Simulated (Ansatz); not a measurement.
A nudged elastic band was laid between two geometries of AlH$_{2}$Te (4 atoms, charge 0, multiplicity 2).

Level of theory: UKS PBE-D4/def2-SVP in Ansatz.

| Property | Result |
| --- | --- |
| movable images | 7 |
| climbing image | yes |
| spring | 5.0 eV/Å² |
| optimiser | quadratic models (default) |
| start path | through a guess of the saddle point |
| force threshold | 0.05 eV/Å |
| iteration limit | 60 |
| end points | relaxed |

First end point:

```xyz
4
Properties=species:S:1:pos:R:3
Al 0.117 -1.120 -0.132
Te -0.122 1.400 0.276
H 0.476 -1.966 1.202
H -0.471 1.686 -1.346
```

Last end point:

```xyz
4
Properties=species:S:1:pos:R:3
Al 0.311 -0.738 1.095
Te -0.155 1.637 0.224
H 0.241 -1.945 0.017
H -0.396 1.047 -1.336
```

Question: Which bonds break or form, and what moves?

Answer: No bond is made or broken. The dihedral H3–Al1–Te2–H4 goes from -180 to 0°.

Question: Give the energies along the band, and the barrier.

Answer: It converged. The highest image is number 4 of 0 to 8, 0.291 eV above the first end and 0.238 eV above the last; the last end lies 0.052 eV above the first. A vibrational analysis at the climbing image gives one clearly imaginary mode, 381i cm⁻¹: a first-order saddle point.

```tsv
image	path coordinate (Å)	energy (eV)	dihedral H3–Al1–Te2–H4 (°)
0	0.00	0.000	-180
1	0.31	0.041	-158
2	0.63	0.139	-136
3	0.94	0.243	-113
4	1.25	0.291	-88
5	1.52	0.251	-67
6	1.78	0.161	-44
7	2.05	0.082	-22
8	2.31	0.052	0
```

Question: What is the geometry of the highest image?

Answer: 
```xyz
4
Properties=species:S:1:pos:R:3
Al 0.819 -0.890 0.098
Te 0.097 1.631 0.205
H -0.118 -1.979 0.867
H -0.797 1.238 -1.170
```

Question: What are the harmonic wavenumbers there?

Answer: 381i, 284, 375, 478, 1727, 2031 cm⁻¹.

Time of the run: 80 s on 1 CPU thread of a shared host.
